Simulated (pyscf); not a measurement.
PySCF, gas phase, ωB97X-D3(BJ)/def2-SVP geometries.

`[CH3][CH]=[SiH2]` → `[CH2]=[CH][SiH3]`
Surface: singlet. Broken: C–H. Formed: H–Si. Give ΔE‡ and ΔE from PBE0-D3(BJ)/def2-TZVP, relative to the reactant's lowest minimum found.

ΔE‡ = 53.2 kcal/mol, ΔE = -16.6 kcal/mol. CCSD(T)/def2-TZVPP + ΔMP2(QZVPP) gives 55.4 kcal/mol and -18.2 kcal/mol. Zero-point energy shifts the barrier by -3.0 kcal/mol. It is a hydrogen shift, with an imaginary mode of 1524i cm⁻¹. One saddle was located; it need not be the lowest between these sides. The CCSD(T) − MP2 part came from Ansatz, without density fitting, on the same reference.
